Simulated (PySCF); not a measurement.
Compound: C8H11O2 (charge -1).
Z-matrix (Å and degrees, GFN2-xTB geometry), rows numbered from 1:
```
C 
C   1  1.3260
C   2  1.5008  1  122.37
C   3  1.5306  2  109.06  1  -118.70
C   4  1.5266  3  109.91  2   -56.51
C   5  1.5237  4  112.10  3    57.28
C   6  1.6027  5  107.81  4  -174.59
O   7  1.2365  6  114.87  5    70.00
O   7  1.2351  6  115.20  5  -109.03
C   2  1.4914  1  123.59  3  -176.19
H   1  1.0803  2  122.26  3    -1.28
H   1  1.0781  2  121.73  3   178.61
H   3  1.0946  2  109.26  1   122.58
H   3  1.0951  2  110.86  1     3.25
H   4  1.0964  3  109.97  2  -178.47
H   4  1.0943  3  108.91  2    63.56
H   5  1.0939  4  109.69  3   -62.65
H   5  1.0936  4  109.95  3   179.05
H   6  1.0958  5  110.30  4    66.88
H  10  1.0952  2  110.74  1  -122.03
H  10  1.0925  2  110.80  1    -2.02
```

Computed geometry: GFN2-xTB, gas phase.

Masses are those of the commonest isotopes; rigid-rotor values at the optimised geometry. The values belong to one conformer with, in the numbering `[CH2:1]=[C:2]1[CH2:3][CH2:4][CH2:5][C@@H:6]([C:7](=[O:8])[O-:9])[CH2:10]1`, C5–C6–C7–O8 70°, C1–C2–C3–C4 -119°, C2–C3–C4–C5 -57°, C3–C4–C5–C6 57°, C4–C5–C6–C7 -175°.

Problem. Give the principal moments of inertia and the rotational constants in MHz.

Solution. Ia = 204.89, Ib = 569.62, Ic = 656.77 u·Å²; 505379 MHz·u·Å²/I gives A = 2467, B = 887.2, C = 769.5 MHz.

Problem. Classify the top.

Solution. An asymmetric top: κ = (2 × 887.2 − 2467 − 769.5)/(2467 − 769.5) = -0.86.

Problem. Is it planar, by Δ = Ic − Ia − Ib?

Solution. Not planar: Δ = Ic − Ia − Ib = -117.74 u·Å². For a rigid frame Δ = −2 Σ m c², so Σ m c² = 58.87 u·Å² lies off the ab plane: 10.99 from hydrogen and 47.89 from heavier atoms. The atom farthest from that plane is 1.55 Å away.

Problem. Give the other two planar moments, Paa and Pbb, and the rms extents of the mass along the axes.

Solution. Paa = Σ m a² = (Ib + Ic − Ia)/2 = 510.75 and Pbb = Σ m b² = (Ia + Ic − Ib)/2 = 146.02 u·Å². With the mass M = 139.08 u, the rms extents √(P/M) along a, b and c are 1.92, 1.02, 0.65 Å.

Problem. Give the coordinates in the principal-axis frame, origin at the centre of mass.

Solution. The sense of each axis is arbitrary; atoms in the order of the calculation.
```
atom  mass (u)   a (Å)   b (Å)   c (Å)
  C1    12.000   2.657   1.551  -0.413
  C2    12.000   1.804   0.688   0.124
  C3    12.000   2.202  -0.712   0.490
  C4    12.000   1.360  -1.699  -0.322
  C5    12.000  -0.124  -1.437  -0.082
  C6    12.000  -0.518  -0.006  -0.429
  C7    12.000  -2.050   0.197  -0.008
  O8    15.995  -2.256   0.217   1.211
  O9    15.995  -2.846   0.291  -0.948
 C10    12.000   0.359   0.984   0.342
 H11     1.008   3.691   1.300  -0.598
 H12     1.008   2.355   2.547  -0.693
 H13     1.008   2.006  -0.875   1.555
 H14     1.008   3.269  -0.875   0.307
 H15     1.008   1.620  -2.728  -0.045
 H16     1.008   1.589  -1.570  -1.384
 H17     1.008  -0.363  -1.606   0.972
 H18     1.008  -0.727  -2.131  -0.675
 H19     1.008  -0.425   0.162  -1.508
 H20     1.008   0.096   0.876   1.399
 H21     1.008   0.121   2.005   0.034
```

Problem. List the rotational levels J(Ka,Kc) to J = 2 (MHz).

Solution. Above 0(0,0):
J = 1: 1(0,1) 1657, 1(1,1) 3236, 1(1,0) 3354
J = 2: 2(0,2) 4964, 2(1,2) 6432, 2(1,1) 6785, 2(2,1) 11523, 2(2,0) 11529
The levels of one J sum to (2J + 1)J(J + 1)(A + B + C)/3.

Problem. Estimate the classical rotational partition function at 25 K, 100 K and 500 K.

Solution. Point group C1, symmetry number σ = 1; q = (√π/σ)·√((kT/h)³/(ABC)), k/h = 20836.6 MHz/K: 16200 at 25 K, 130000 at 100 K, 1450000 at 500 K.

Whether it is a minimum is left open (no frequencies). Zero-point vibration and centrifugal distortion are left out.
